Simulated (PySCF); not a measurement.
H₂Mo, neutral, multiplicity 5. Atoms are numbered in the order given.

```xyz
3

Mo     0.0000     0.0000    -0.0449
H      0.0000     1.3924     0.9423
H      0.0000    -1.3924     0.9423
```
Charge 0, spin multiplicity 5.

Geometry: r2SCAN-D4/def2-TZVPD. The spin state was assumed, not searched. The def2 effective core potentials stand for the cores of Mo; spin–orbit coupling is left out.

Calculation: PBE0/def2-TZVPD in PySCF.

Isolated molecule, no solvent.

```yaml
total_energy: -69.28371 hartree
point_group: C2v
"α spin, highest occupied and lowest empty level": -6.04 and -1.94 eV
"β spin, highest occupied and lowest empty level": -8.07 and -1.32 eV
dipole_moment: 2.90 D
quadrupole, principal values (traceless, Buckingham form, about the centre of nuclear charge): -2.62, 0.84, 1.77 D·Å
mean_static_polarisability: 55.4 bohr³ (8.21 Å³)
polarisability_principal_values: 54.8, 55.6, 55.8 bohr³
"⟨S²⟩": 6.048 (pure state 6.00)
```
